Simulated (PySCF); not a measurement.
**B⁺ (boron, charge +1) across methods**

[He] 2s2, closed-shell 1S. Calculation: PySCF 2.14, in aug-cc-pVQZ-DK (6s5p4d3f2g, 80 functions); the spin-free X2C one-electron Hamiltonian (Gaussian nucleus). The B2PLYP total includes its PT2 part (frozen core); its orbital energies are those of the SCF part.

```csv
method,E (hartree),mean ε 1s (eV),mean ε 2s (eV),Σ⟨r²⟩ (bohr²),⟨S²⟩
B2PLYP,-24.3318,-209.53,-21.925,7.864,0.000
PBE,-24.2996,-193.49,-19.507,7.802,0.000
PW91,-24.3222,-193.80,-19.553,7.806,0.000
r2SCAN,-24.3226,-196.69,-19.736,7.838,0.000
LC-wPBE,-24.3134,-199.49,-23.814,7.780,0.000
UHF,-24.24431,-222.80,-23.784,7.933,0.000
PBE0,-24.3085,-200.98,-20.797,7.801,0.000
M06,-24.3395,-201.29,-20.643,7.777,0.000
```

(1) Estimate the same row for LDA.

Answers

(1) E (hartree) = -24.0443; mean ε 1s (eV) = -191.63; mean ε 2s (eV) = -19.410; Σ⟨r²⟩ (bohr²) = 7.877; ⟨S²⟩ = 0.000.
